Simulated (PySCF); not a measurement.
SnFI, SMILES [F][Sn][I] (connectivity only; charge and spin as stated), neutral, multiplicity 1.

Geometry: B3LYP-D3(BJ)/def2-TZVP. The def2 effective core potentials stand for the cores of I, Sn; spin–orbit coupling is left out.

Calculation: B3LYP-D3(BJ)/def2-TZVP (PySCF).

Frequencies are harmonic and unscaled.

```tsv
mode	ν (cm⁻¹)	IR (km/mol)	moving atoms (share of kinetic energy)
1	121	2.0	F 76 %, I 17 %
2	193	37.4	Sn 55 %, I 41 %
3	571	103.1	F 86 %, Sn 14 %
```
